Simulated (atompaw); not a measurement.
## Which change was made? (As, PAW (atompaw))

| Property | Result |
| --- | --- |
| Element | As (Z = 33) |
| Generator | atompaw 4.2.0.5 |
| Type | PAW |
| Functional | PBEsol |
| Relativity | non-relativistic |
| Frozen core | [Ar] 3d10 |
| Valence charge | 5 |
| Reference configuration | 4s1.75 4p3.25 |
| Partial waves | 4s (bound): rc 1.35 bohr; 4s channel at 1.45 Ry: rc 2.10 bohr; 4p (bound): rc 2.10 bohr; 4p channel at 0.05 Ry: rc 2.10 bohr |
| Local potential | troulliermartins scheme with l = 2 at 1 Ry, radius 2.00 bohr |
| Core correction | smooth core density matched at 1.15 bohr |
| Augmentation charge | besselshape compensation charge, radius 1.75 bohr; PAW radius 2.10 bohr; waves and projectors: custom rrkj vanderbiltortho |

Cutoffs, loose and tight: the cutoffs (Ry, on a coarse ladder) from which the occupation-weighted sum of valence levels, in a spherical-Bessel basis at the reference potential, stays within 10 and 1 mRy of its value at 400 Ry. They see the waves, projectors and local potential, not the compensation charge or the core.

The base gives: outcome: generated; cutoff, loose: 18 Ry; cutoff, tight: 35 Ry; bound ghosts: none.

Task: After one change the result is: outcome: generated; cutoff, loose: 30 Ry; cutoff, tight: 45 Ry; bound ghosts: none. Which change was it?
A. local potential bessel scheme, radius 2.00 bohr
B. wave 4s (bound): rc 1.35 bohr becomes 4s (bound): rc 1.90 bohr
C. augmentation besselshape compensation charge, radius 1.75 bohr; PAW radius 2.10 bohr; waves and projectors: custom polynom vanderbiltortho

Result: C. The others give: local potential bessel scheme, radius 2.00 bohr → outcome: failed: atompaw: The overlap operator has at least one negative eigenvalue! | wave 4s (bound): rc 1.35 bohr becomes 4s (bound): rc 1.90 bohr → outcome: generated; cutoff, loose: 12 Ry; cutoff, tight: 18 Ry; bound ghosts: none.
